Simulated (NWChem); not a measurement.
System: C$_{3}$H$_{3}$N$_{2}$, doublet; SMILES [c]1ccn[nH]1

NWChem input:

```
start job
memory heap 200 mb stack 900 mb global 1100 mb
geometry units angstroms noautoz
  C     -1.185582     0.021307     0.000000
  C     -0.414966     1.162296     0.000000
  C      0.900465     0.634730     0.000000
  N      0.927824    -0.700506     0.000000
  N     -0.388608    -1.059970     0.000000
  H     -0.738380     2.191232     0.000000
  H      1.836945     1.178377     0.000000
  H     -0.638603    -2.036464     0.000000
end
basis spherical
  * library aug-pcseg-1
end
dft
  odft
  mult 2
  xc hfexch
  iterations 150
  mulliken
end
task dft energy
```

Parts of the log:

```
             Northwest Computational Chemistry Package (NWChem) 7.3.0
             --------------------------------------------------------

 CS  symmetry detected

                             Geometry "geometry" -> ""
                             -------------------------

 Output coordinates in angstroms (scale by  1.889725989 to convert to a.u.)

  No.       Tag          Charge          X              Y              Z
 ---- ---------------- ---------- -------------- -------------- --------------
    1 C                    6.0000    -1.17790104     0.14496003     0.00000000
    2 C                    6.0000    -0.29451394     1.20105290     0.00000000
    3 C                    6.0000     0.95998902     0.54157816     0.00000000
    4 N                    7.0000     0.85049528    -0.78944206     0.00000000
    5 N                    7.0000    -0.49582253    -1.01223330     0.00000000
    6 H                    1.0000    -0.51088008     2.25769456     0.00000000
    7 H                    1.0000     1.94720925     0.98648609     0.00000000
    8 H                    1.0000    -0.84448269    -1.95799972     0.00000000

 Effective nuclear repulsion energy (a.u.)     154.0254462050

      Symmetry information
      --------------------

 Group name             Cs
 Group number              2
 Group order               2
 No. of unique centers     8

  xc_inp: hfexch multiplicative factor not found.

                                 NWChem DFT Module
                                 -----------------

 Summary of "ao basis" -> "ao basis" (spherical)
 ------------------------------------------------------------------------------
       Tag                 Description            Shells   Functions and Types
 ---------------- ------------------------------  ------  ---------------------
 C                        aug-pcseg-1                9       23   4s3p2d
 N                        aug-pcseg-1                9       23   4s3p2d
 H                        aug-pcseg-1                5        9   3s2p

      Symmetry analysis of basis
      --------------------------

        a'        101
        a"         41

            General Information
            -------------------
          SCF calculation type: DFT
          Wavefunction type:  spin polarized.
          No. of atoms     :     8
          No. of electrons :    35
           Alpha electrons :    18
            Beta electrons :    17
          Charge           :     0
          Spin multiplicity:     2
          Use of symmetry is: on ; symmetry adaption is: on
          Maximum number of iterations: 150
          AO basis - number of functions:   142
                     number of shells:    60
          Convergence on energy requested:  1.00D-06
          Convergence on density requested:  1.00D-05
          Convergence on gradient requested:  5.00D-04

              XC Information
              --------------
                     Hartree-Fock (Exact) Exchange  1.000

      Superposition of Atomic Density Guess
      -------------------------------------

 Sum of atomic energies:        -223.01030666

      Non-variational initial energy
      ------------------------------

 Total energy =    -226.156024
 1-e energy   =    -605.157456
 2-e energy   =     224.975985
 HOMO         =      -0.227549
 LUMO         =       0.023641

   Symmetry analysis of molecular orbitals - initial alpha
   -------------------------------------------------------

  Numbering of irreducible representations:

     1 a'          2 a"

  Orbital symmetries:

     1 a'          2 a'          3 a'          4 a'          5 a'
     6 a'          7 a'          8 a'          9 a'         10 a'
    11 a'         12 a"         13 a'         14 a'         15 a'
    16 a"         17 a"         18 a'         19 a"         20 a'
    21 a'         22 a'         23 a"         24 a'         25 a'
    26 a"         27 a'         28 a"

   Symmetry analysis of molecular orbitals - initial beta
   ------------------------------------------------------

  Numbering of irreducible representations:

     1 a'          2 a"

  Orbital symmetries:

     1 a'          2 a'          3 a'          4 a'          5 a'
     6 a'          7 a'          8 a'          9 a'         10 a'
    11 a'         12 a"         13 a'         14 a'         15 a'
    16 a"         17 a"         18 a'         19 a"         20 a'
    21 a'         22 a'         23 a"         24 a'         25 a'
    26 a"         27 a'         28 a"

     ---------------------------------------------
      Total Density - Mulliken Population Analysis
     ---------------------------------------------

    Atom       Charge   Shell Charges
 -----------   ------   -------------------------------------------------------
    1 C    6     5.39   2.00  0.82  0.53  0.18  1.63  0.21  0.09  0.05 -0.11
    2 C    6     6.71   2.00  0.80  0.50  0.12  2.08  1.19 -0.02  0.04  0.00
    3 C    6     5.15   2.00  0.79  0.36 -0.08  1.91  0.47 -0.06  0.05 -0.29
    4 N    7     7.87   2.00  0.90  0.91  0.04  2.30  1.59  0.08  0.04  0.03
    5 N    7     7.38   2.00  0.83  0.69 -0.04  2.34  1.54 -0.06  0.04  0.05
    6 H    1     0.75   0.68  0.06  0.00  0.02 -0.02
    7 H    1     0.78   0.70  0.12  0.00  0.02 -0.07
    8 H    1     0.97   0.64  0.28 -0.03  0.03  0.04

     --------------------------------------------
      Spin Density - Mulliken Population Analysis
     --------------------------------------------

[...]
```

Level: UHF/aug-pcseg-1. In the optimisation the excess spin sits in a' (Cs, its own frame). Geometry: optimised at B3LYP/6-31G* (spherical d), spin-unrestricted. The determinant is spin-contaminated (<S²> = 1.00). No stability test was run on the SCF state.
